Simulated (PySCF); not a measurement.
A calculated (r2SCAN, PySCF 2.14, x2c-QZVPPall, the spin-free X2C one-electron Hamiltonian (Gaussian nucleus)) atom or ion has these occupied shells.

```
shell  electrons  orbital energy (eV)  rms radius, mean of both spins (bohr)
 1s α          1             -31654.1                                 0.0318
 1s β          1             -31654.1                                 0.0318
 2s α          1              -4897.6                                  0.130
 2s β          1              -4897.6                                  0.130
 2p α          3              -4400.0                                  0.115
 2p β          3              -4400.0                                  0.115
 3s α          1              -1006.5                                  0.344
 3s β          1              -1006.5                                  0.344
 3p α          3              -843.25                                  0.344
 3p β          3              -843.21                                  0.344
 3d α          5              -595.27                                  0.323
 3d β          5              -595.23                                  0.323
 4s α          1              -199.28                                  0.814
 4s β          1              -199.18                                  0.814
 4p α          3              -148.33                                  0.877
 4p β          3              -148.23                                  0.877
 4d α          5              -73.458                                   1.04
 4d β          5              -73.303                                   1.04
 5s α          1              -43.368                                   2.04
 5s β          1              -42.220                                   2.04
 5p α          1              -32.487                                   2.36
```

(1) Name the element and its charge.

Results:

(1) Te(3+) (tellurium, charge +3), in [Kr] 4d10 5s2 5p1, 2P determinant.
